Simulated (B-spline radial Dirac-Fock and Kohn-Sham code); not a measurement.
## Elastic and transport cross sections of argon for electrons

Level of theory: relativistic (Dirac) partial waves in the static field of the Dirac-Fock atom with Furness-McCarthy exchange, without polarisation or absorption potentials; a B-spline atomic structure program. σ_tr1 and σ_tr2 weight the cross section with 1 − P₁ and 1 − P₂ of cos θ; "backward" is the share scattered beyond 90°.

| energy (eV) | σ (a₀²) | σ_tr1 (a₀²) | σ_tr2 (a₀²) | σ/σ_tr1 | backward (%) |
| --- | --- | --- | --- | --- | --- |
| 44300 | 0.259 | 0.00127 | 0.00320 | 203 | 0.039 |
| 46200 | 0.250 | 0.00118 | 0.00298 | 211 | 0.038 |
| 46900 | 0.247 | 0.00115 | 0.00291 | 214 | 0.037 |
| 50000 | ? | ? | ? | ? | ? |
| 60100 | 0.201 | 0.000746 | 0.00190 | 270 | 0.027 |
| 65500 | 0.187 | 0.000642 | 0.00164 | 292 | 0.025 |
| 68200 | 0.181 | 0.000598 | 0.00153 | 303 | 0.023 |
| 69900 | 0.178 | 0.000573 | 0.00147 | 311 | 0.023 |
| 72900 | 0.172 | 0.000533 | 0.00137 | 323 | 0.021 |
| 87800 | 0.149 | 0.000386 | 0.000999 | 386 | 0.017 |
| 91800 | 0.144 | 0.000357 | 0.000927 | 402 | 0.016 |
| 100000 | 0.135 | 0.000309 | 0.000803 | 437 | 0.014 |
| 110000 | 0.126 | 0.000262 | 0.000685 | 480 | 0.013 |
| 115000 | 0.122 | 0.000243 | 0.000636 | 501 | 0.012 |
| 118000 | 0.120 | 0.000233 | 0.000609 | 514 | 0.012 |
| 200000 | 0.0846 | 9.65e-05 | 0.000258 | 877 | 0.0055 |
| 300000 | 0.0680 | 5.02e-05 | 0.000136 | 1360 | 0.0030 |

Problem. Fill in the row for 50 keV.

Solution. σ = 0.234 a₀², σ_tr1 = 0.00103 a₀², σ_tr2 = 0.00260 a₀², σ/σ_tr1 = 227, backward 0.034 %. The ratio σ/σ_tr1 is roughly the number of elastic collisions that randomise the direction.

Values without a named source are computed, but for edge energies of neutral atoms, which are taken from tables.
